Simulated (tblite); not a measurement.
Compound: C5H10O5.
Atom-mapped SMILES: `[CH3:1][O:2][CH2:3][O:4][C:5](=[O:6])[O:7][CH2:8][O:9][CH3:10]` (hydrogens: H11, H12, H13 on C1; H14, H15 on C3; H16, H17 on C8; H18, H19, H20 on C10)

A start from a force field or distance geometry was refined with tblite, GFN2-xTB geometry optimisation, gas phase. Values at the start:

```csv
coordinate,start
C1–O2,1.408 Å
C1–H11,1.103 Å
O2–C3,1.446 Å
C3–O4,1.424 Å
C3–H14,1.089 Å
O4–C5,1.361 Å
C5=O6,1.213 Å
C1–O2–C3,111.9°
O2–C3–O4,110.1°
C3–O4–C5,111.4°
O4–C5–O6,126.6°
O4–C5–O7,107.2°
O4–C5–O7–C8,180°
```

Problem. How do these coordinates change at the GFN2-xTB level?

Solution. 
```tsv
coordinate	GFN2-xTB (Å or °)	change
O2–C3	1.365	-0.081
O4–C5	1.328	-0.033
C1–H11	1.087	-0.016
C3–O4	1.439	+0.015
C5=O6	1.199	-0.014
C1–O2	1.419	+0.011
C3–H14	1.096	+0.007
C3–O4–C5	115.7	+4.3
C1–O2–C3	114.2	+2.3
O4–C5–O7	109.0	+1.8
O4–C5–O6	125.5	-1.1
O2–C3–O4	109.8	-0.3
O4–C5–O7–C8	-179	+1
```

The energy falls by 0.272 eV over 42 L-BFGS steps, the largest force on an atom goes from 2.34 to 0.010 eV/Å, and the atoms move by 0.065 Å rms after alignment. The bond that changes most is O2–C3 (ether oxygen to sp3 carbon bearing two oxygens), which shortens by 0.081 Å. Bonds longer at the end by more than 0.005 Å: 7 of 19; shorter: 8. Rotational constants go from 3457, 500.5, 462.9 to 3396, 514.2, 473.3 MHz.

The run took 0.29 s wall on an Arm Neoverse V1 with one thread, shared host with 32 logical CPUs at a one-minute load of 15.

GFN2-xTB frequencies show an imaginary mode (24i cm⁻¹), so the point is no minimum at that level.

These are computed values.
